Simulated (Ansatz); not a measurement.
C2H5FO2Si can be A, `C[C@]1(F)O[Si@H]1O`, or B, `O=COC(F)[SiH3]`.

Calculated with Ansatz (gas phase, PBE0-D4/def2-TZVP geometries, no zero-point term in ΔE). CBS: MP2 limit from def2 TZ/QZ plus the TZ coupled-cluster correction, frozen cores. Functionals use def2-TZVPP. One conformer a species, not always the lowest.

Task: Which is lower in electronic energy at CCSD(T)/CBS, and by how much? (Estimate.)

Result: Ansatz gave: A, by 46.0 kcal/mol.

Task: Give E(B) − E(A) in kcal/mol with HF/def2-TZVPP, PBE-D4, B2PLYP, ωB97M-V, CCSD(T)/def2-TZVPP, r2SCAN-D4, MP2/def2-TZVPP. (An estimate is asked.)

Result: Computed: HF/def2-TZVPP 36.0, PBE-D4 41.1, B2PLYP 42.3, ωB97M-V 44.3, CCSD(T)/def2-TZVPP 42.9, r2SCAN-D4 44.6, MP2/def2-TZVPP 47.3. None reverses the order clearly.

Largest T1 diagnostic: 0.015.

In def2-TZVPP, CCSD(T) changes the Hartree–Fock value by +7.0 kcal/mol (the triples alone add −0.2 kcal/mol) and MP2 by +11.4 kcal/mol. From PBE to PBE0 (25 % exact exchange), in def2-TZVPP and without D4, E(B) − E(A) moves by +2.3 kcal/mol.
